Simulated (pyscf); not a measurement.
Single points on ωB97X-D3(BJ)/def2-SVP structures (PySCF, gas phase). MP2 and CC: frozen core, UHF for open shells. ΔMP2 is the change of the MP2 total energy from the triple- to the quadruple-zeta basis.

### Question
`[CH2]=[SiH][CH2][CH3]` -> `[CH3][SiH]1[CH2][CH2]1`
Surface: singlet. Broken: C–H. Formed: C–H, C–Si. Give ΔE‡ and ΔE from CCSD/def2-TZVPP, relative to the reactant's lowest minimum found.

### Answer
ΔE‡ = 2.95 eV, ΔE = -0.52 eV. CCSD(T)/def2-TZVPP + ΔMP2(QZVPP) gives 2.82 eV and -0.50 eV. Zero-point energy shifts the barrier by -0.16 eV. It is a rearrangement, with an imaginary mode of 1889i cm⁻¹. At the saddle there is also a short H–Si contact that neither side keeps. H₂C=SiH–CH₂–CH₃ lies 0.88 eV over its isomer H₂C=CH–SiH₂–CH₃, and others may lie lower still (electronic energy, ωB97M-D3(BJ)). cyclic C₃H₈Si (SMILES C[SiH]1CC1) lies 0.33 eV over its isomer H₂C=CH–SiH₂–CH₃, and others may lie lower still (electronic energy, ωB97M-D3(BJ)). One saddle was located; it need not be the lowest between these sides. The CCSD(T) − MP2 part came from Ansatz, without density fitting, on the same reference.
